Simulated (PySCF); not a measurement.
Compound: GeH3 (charge -1).
InChI=1S/GeH3/h1H3/q-1

Level of theory: PBE0-D3(BJ)/def2-SVP geometry optimisation, gas phase in PySCF.

Masses are those of the commonest isotopes; rigid-rotor values at the optimised geometry. 

Question: Give the principal moments of inertia and the rotational constants in MHz.

Answer: Ia = 5.08, Ib = 5.09, Ic = 5.50 u·Å²; 505379 MHz·u·Å²/I gives A = 99429, B = 99382, C = 91930 MHz.

Question: What kind of rotor is it?

Answer: An oblate symmetric top, as the point group C3v requires two equal moments; the computed ones differ by 0.05 % because the geometry is symmetric only within the optimiser's tolerance: κ = (2 × 99382 − 99429 − 91930)/(99429 − 91930) = 0.99.

Question: What does the inertial defect say?

Answer: Not planar: Δ = Ic − Ia − Ib = -4.67 u·Å². For a rigid frame Δ = −2 Σ m c², so Σ m c² = 2.34 u·Å² lies off the ab plane: 2.24 from hydrogen and 0.09 from heavier atoms. The atom farthest from that plane is 0.86 Å away.

Question: Where do the R-branch lines fall?

Answer: The dipole of 0.65 D (about the centre of mass, as the species is charged) lies along the symmetry axis, so ΔK = 0 and J+1 ← J falls at 2B(J+1) for every K: 198.81 GHz, 397.62 GHz, 596.43 GHz, 795.25 GHz, 994.06 GHz for J = 0 to 4.

Question: Estimate the classical rotational partition function at 50 K, 100 K and 200 K.

Answer: Point group C3v, symmetry number σ = 3; q = (√π/σ)·√((kT/h)³/(ABC)), k/h = 20836.6 MHz/K: 20.8 at 50 K, 59.0 at 100 K, 167 at 200 K.

No PBE0-D3(BJ)/def2-SVP frequencies stand behind this structure, so it isn't proved a minimum. The geometry's basis has no diffuse functions, a weakness for an anion. Zero-point vibration and centrifugal distortion are left out.
